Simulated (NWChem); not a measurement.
Species: stibine (SbH3); SMILES [SbH3]

Program: NWChem. Geometry: optimised at PBE0-D3(BJ)/def2-TZVP. def2 effective core potentials on Sb; no spin-orbit coupling. Vertical excitations in the gas phase; the lowest state need not have the same character in each row.

| level | lowest excitation, singlet (eV) | orbital gap (eV) |
|---|---|---|
| PBE/def2-SVPD, TDA | 6.12 | 5.59 |
| B3LYP/def2-SVPD, TDA | 6.28 | 6.96 |
| BHandHLYP/def2-SVPD, TDA | 6.50 | 9.04 |
| Hartree-Fock/def2-SVPD, CIS | 6.65 | 11.91 |
